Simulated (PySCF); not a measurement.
GaBr₃, SMILES [Br][Ga]([Br])[Br].

Coordinates come from a B3LYP-D3(BJ)/def2-SVP optimisation. The isomer is the one that the SMILES or the coordinates give; other isomers of the formula were not compared.

Two levels are set side by side: PBE/def2-TZVP (PySCF) and ωB97X/def2-TZVP (PySCF). Same geometry, gas phase. Differences are taken from unrounded values.

```json
[
 {"quantity": "orbital gap (eV)", "PBE": "4.14"},
 {"quantity": "highest occupied level (eV)", "PBE": "-7.41"},
 {"quantity": "lowest empty level (eV)", "PBE": "-3.27"},
 {"quantity": "mean polarisability (bohr³)", "PBE": "90.9"}
]
```

Task: These are the PBE values. What does ωB97X give? (The exact figures need the calculation; the answer reports its results.)

Result: 
```
quantity                      ωB97X  PBE minus ωB97X
---------------------------  ------  ---------------
orbital gap (eV)              10.60            -6.46
highest occupied level (eV)  -11.05             3.64
lowest empty level (eV)       -0.45            -2.82
mean polarisability (bohr³)    85.7              5.2
```

Without exact exchange PBE keeps part of each electron's self-repulsion, which lifts occupied levels and narrows the gap. Loosely held outer electrons make PBE densities more polarisable. Differences between two approximate levels are no errors against the true value.

Rough cost on one machine, each run with all the roots and properties that it gave: ωB97X against PBE within a factor of 2.
